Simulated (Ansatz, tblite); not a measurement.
Removing an electron: Cs₃⁻ (the lowest singlet isomer of a short search). Charge -1, multiplicity 1. Geometry: PBE/def2-TZVPD. Ansatz, gas phase; energy differences of separate SCF runs; the oxidised species was run as a doublet alone.

```xyz
3

Cs   -0.005    0.007    0.000
Cs   -1.474   -0.809   -4.823
Cs    1.478    0.802    4.823
```

In the def2 sets Cs takes a core potential; there is no spin–orbit coupling. The xTB rows come from tblite. The structure comes from a short search, and lower isomers may exist.

```
          level  −HOMO (eV)  vertical IE (eV)  −LUMO (eV)  HOMO–LUMO gap (eV)                       remarks
       GFN2-xTB        1.56              2.16        0.44                1.12                             –
 PBE/def2-TZVPD       -0.10              0.89       -0.59                0.49  HOMO above zero (-1 singlet)
PBE0/def2-TZVPD        0.19              0.86       -0.85                1.03                             –
```

Run but left out: HF/def2-TZVPPD, r2SCAN/def2-TZVPD, MP2/def2-TZVPPD, CCSD/def2-TZVPPD, CCSD(T)/def2-TZVPPD (singlet: restricted singlet, unstable towards broken spin symmetry).  A HOMO above zero means that the electron is unbound at that level or that self-interaction error raises the level; the energy of removing that electron tells which. Raw xTB energy differences between charge states are shifted by several eV; the methods need an empirical correction for them.
